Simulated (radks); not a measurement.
The numbers below are computed, except where a source is named.
In II, configuration [Kr] 4d10 5s1 6d1 (not the ground configuration). Code: a radial shooting solver on a logarithmic mesh with Libxc functionals. Model: scalar-relativistic Kohn-Sham, SCAN, spin-polarised, spherical densities, finite nucleus; open shells are filled with parallel spins first (spin-orbit coupling, left out, can overturn this in heavy ions); meta-GGA in the generalised Kohn-Sham scheme; Fermi nuclear charge, rms radius 4.6156 fm.

Normalised radial functions P(r) = r R(r), r in bohr:

r           5s up
0.001211   0.0206
0.001421   0.0237
0.001681   0.0274
0.001972   0.0313
0.002333   0.0359
0.00276    0.0411
0.003239   0.0465
0.003831   0.0526
0.004496   0.0589
0.005318   0.0659
0.006241   0.0726
0.007383   0.0796
0.008734   0.0860
0.01025    0.0911
0.01212    0.0946
0.01423    0.0956
0.01683    0.0929
0.01991    0.0855
0.02336    0.0729
0.02764    0.0529
0.03243    0.0270
0.03837   -0.0069
0.04539   -0.0460
0.05326   -0.0850
0.063     -0.1224
0.07393   -0.1480
0.08746   -0.1563
0.1026    -0.1395
0.1214    -0.0917
0.1436    -0.0149
0.1685     0.0742
0.1994     0.1645
0.234      0.2230
0.2768     0.2291
0.3274     0.1634
0.3842     0.0391
0.4545    -0.1282
0.5334    -0.2744
0.6309    -0.3609
0.7404    -0.3414
0.8758    -0.2067
1.036      0.0190
1.216      0.2678
1.438      0.5204
1.688      0.6865
1.997      0.7570
2.362      0.7213
2.772      0.6075
3.279      0.4433
3.848      0.2855
4.551      0.1526
5.384      0.0672
6.318      0.0253
7.474      0.0074
8.771      0.0018
10.38      0.0003
12.18      0.0000
14.4       0.0000
17.04      0.0000
19.99      0.0000
23.65      0.0000
27.76      0.0000
32.83      0.0000

5s up: eigenvalue -21.613 eV, 4 radial nodes at r = 0.0372, 0.148, 0.400, 1.02 bohr, <r> = 2.34 bohr, 90 % of the charge inside 3.39 bohr.

Empty levels of this run are not shown, since the potential may be unsettled where no density lies.
